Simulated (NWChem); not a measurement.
System: C6H5F; SMILES c1ccccc1F

NWChem input:

```
start job
memory heap 200 mb stack 900 mb global 1100 mb
geometry units angstroms noautoz
  F      0.000000     0.000000    -2.269973
  C      0.000000     0.000000    -0.937306
  C      0.000000     1.214651    -0.261335
  C      0.000000     1.206439     1.132491
  C      0.000000     0.000000     1.832789
  C      0.000000    -1.206439     1.132491
  C      0.000000    -1.214651    -0.261335
  H      0.000000     2.144632    -0.832946
  H      0.000000     2.154924     1.674946
  H      0.000000     0.000000     2.924829
  H      0.000000    -2.154924     1.674946
  H      0.000000    -2.144632    -0.832946
end
basis spherical
  * library def2-tzvp
end
dft
  xc b3lyp
  iterations 150
  semidirect filesize 400000000
  mulliken
end
task dft energy
```

Structure relaxed at the PBE0/def2-SVP level.

### Question
Give the results of this calculation. (B3LYP/def2-TZVP.) Quantities: basis functions; energy (Ha); highest occupied level (eV); orbital gap (eV); dipole (D).

### Answer
| Property | Result |
|---|---|
| number of basis functions | 247 |
| energy (Ha) | -331.62 |
| highest occupied level (eV) | -6.96 |
| orbital gap (eV) | 6.23 |
| dipole (D) | 1.41 |
